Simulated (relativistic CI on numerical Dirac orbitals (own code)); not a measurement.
**Slater and spin-orbit integrals, W LXV**

These numbers are calculated, not measured: Dirac-Coulomb-Breit CI, separate exchange-only KLI orbitals for each configuration, a model potential for QED, unscaled Slater integrals (own radial code, finite nucleus).

Slater integrals F^k, G^k are unscaled and averaged over j, outside the closed core 1s2; ζ comes from projecting the Hamiltonian with its Breit term on Σ l·s of the shell.

- 2s2 2p5 3s: ζ(2p) = 7.4481e+06, G^1(2p,3s) = 150160 cm⁻¹; <r>(2p) = 0.06722, <r^2>(2p) = 0.005523, <r>(3s) = 0.1805, <r^2>(3s) = 0.03727 (bohr units).
- 2s2 2p5 3p: ζ(2p) = 7.4466e+06, F^2(2p,3p) = 393120, G^0(2p,3p) = 158190, G^2(2p,3p) = 172240, ζ(3p) = 2.0558e+06 cm⁻¹; <r>(2p) = 0.06725, <r^2>(2p) = 0.005528, <r>(3p) = 0.1762, <r^2>(3p) = 0.036 (bohr units).
- 2s2 2p5 3d: ζ(2p) = 7.4525e+06, F^2(2p,3d) = 510210, G^1(2p,3d) = 482090, G^3(2p,3d) = 278800, ζ(3d) = 288880 cm⁻¹; <r>(2p) = 0.06725, <r^2>(2p) = 0.005529, <r>(3d) = 0.155, <r^2>(3d) = 0.02762 (bohr units).

Averages of the first 10 configurations, taken without configuration mixing, which lowers the lowest level and can move excited configurations by several eV; other configurations of the list can lie among them:

| Configuration | Parity | States | Average energy above the lowest level (eV) |
| --- | --- | --- | --- |
| 2s2 2p6 | even | 1 | 0.4 |
| 2s2 2p5 3s | odd | 12 | 8761.3 |
| 2s2 2p5 3p | even | 36 | 9165.8 |
| 2s2 2p5 3d | odd | 60 | 9514.2 |
| 2s 2p6 3s | even | 4 | 10176.6 |
| 2s 2p6 3p | odd | 12 | 10575.3 |
| 2s 2p6 3d | even | 20 | 10923.6 |
| 2s2 2p5 4s | odd | 12 | 12083.3 |
| 2s2 2p5 4p | even | 36 | 12249.7 |
| 2s2 2p5 4d | odd | 60 | 12388.8 |
